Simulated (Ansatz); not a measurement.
Species: SiO₂, charge -1, multiplicity 2. 
Structure (B3LYP-D3(BJ)/def2-TZVP (Ansatz, a first-principles code) minimum search):
```xyz
3

O      1.4510    -0.2677     0.0095
Si     0.0007     0.3020     0.0047
O     -1.4521    -0.2608    -0.0177
```
Charge -1, spin multiplicity 2.

Basis-set convergence of Hartree-Fock and CCSD correlation energies (hartree) with Ansatz. Valence correlation only, unless marked. Open shells are spin-unrestricted. No spin-orbit coupling. Non-relativistic.

| basis | functions | E(HF) | E(corr, CCSD) |
|---|---|---|---|
| aug-cc-pV(D+d)Z | 78 | -438.73376 | -0.50067 |
| aug-cc-pV(T+d)Z | 147 | [?] | [?] |

Problem. Fill in the missing entries.

Solution. 
- aug-cc-pV(T+d)Z, E(HF): -438.79039
- aug-cc-pV(T+d)Z, E(corr, CCSD): -0.59713
